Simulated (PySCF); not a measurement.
B3LYP has the VWN-RPA correlation part, as in Gaussian. Excitations are Tamm–Dancoff values on a coarser integration grid. The basis has no diffuse functions, so Rydberg states are missing or too high.

**C₂H₇Al, SMILES `[AlH]([CH3])[CH3]` (charge 0, multiplicity 1)**

Calculation: B3LYP-D3(BJ)/def2-TZVP // M06-2X/def2-TZVP run with PySCF.

HOMO: -7.52 eV
dipole moment: 0.62 D
HOMO–LUMO gap: 6.48 eV
LUMO: -1.04 eV
S1 excitation (TDA): 5.30 eV
S1 oscillator strength: 0.000
brightest of the four lowest singlets (TDA): 6.90 eV
T1 excitation (TDA): 5.03 eV
S1–T1 gap (TDA): 0.27 eV
vertical ionisation energy (Delta-SCF): 9.84 eV
total energy: -322.9338 Ha
cost: roughly 100 core-seconds

```xyz
10

C      1.7150    -0.2863    -0.0571
Al    -0.0057     0.6300     0.0148
C     -1.6880    -0.3329     0.2343
H      2.4067     0.1913    -0.7536
H      1.6239    -1.3393    -0.3277
H      2.1934    -0.2493     0.9274
H     -0.0420     2.2089    -0.0933
H     -2.2736     0.0775     1.0608
H     -2.3079    -0.2210    -0.6605
H     -1.5529    -1.4007     0.4105
```
Charge 0, spin multiplicity 1.
